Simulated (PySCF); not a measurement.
# Excitation energy of Mo⁺ by level of theory

Mo⁺ [Kr] 4d5 (6S) → Mo⁺ [Kr] 4d4 5p1 (high-spin determinant), as a difference of total energies. Computed with PySCF 2.14 in aug-cc-pwCVDZ-PP with ECP28MDF, with a scalar-relativistic core potential. Correlated levels: valence: 4s2 4p6 frozen. The calculations carry no spin-orbit coupling.

```
           method  excitation energy (eV)
              UHF                   5.534
    MP2 (valence)                   5.885
SCS-MP2 (valence)                   5.651
   CCSD (valence)                   5.862
CCSD(T) (valence)                   5.863
```

Task: How much does correlation contribute at CCSD(T) (valence)?

Result: 5.863 − (5.534) = 0.329 eV, measured against UHF.

The determinant of the upper state mixes LS terms, which raises its energy above the lowest term, most at the Hartree-Fock and MP2 levels.
